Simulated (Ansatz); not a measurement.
Z-matrix (Å, degrees):
```
Si
Si 1 2.346
O 1 1.648 2 109.7
H 1 1.489 2 106.6 3 122.4
H 1 1.482 2 111.3 3 -117.7
Cl 2 2.064 1 105.9 3 -46.5
Cl 2 2.052 1 110.1 3 -164.8
H 2 1.481 1 117.6 3 72.2
H 3 0.959 1 117.2 2 52.7
```

Charge 0, multiplicity 1.

Question: List the CAM-B3LYP/def2-TZVPP orbital energies in eV (the Gaussian-basis code of Ansatz). (Best estimate.)

Answer: The calculation gave: Occupied: -2764.67, -2764.64, -1802.89, -1801.81, -522.98, -259.46, -259.43, -198.50, -198.47, -198.38, -198.37, -198.35, -198.34, -147.30, -146.32, -102.68, -102.64, -102.55, -101.67, -101.64, -101.62, -30.04, -25.43, -24.76, -18.13, -16.72, -14.92, -13.19, -13.07, -12.70, -12.56, -11.82, -11.11, -11.00, -10.86, -10.75, -9.30. Lowest empty: 0.06, 0.63, 1.45, 1.94, 2.28, 2.77, 2.91, 3.82.
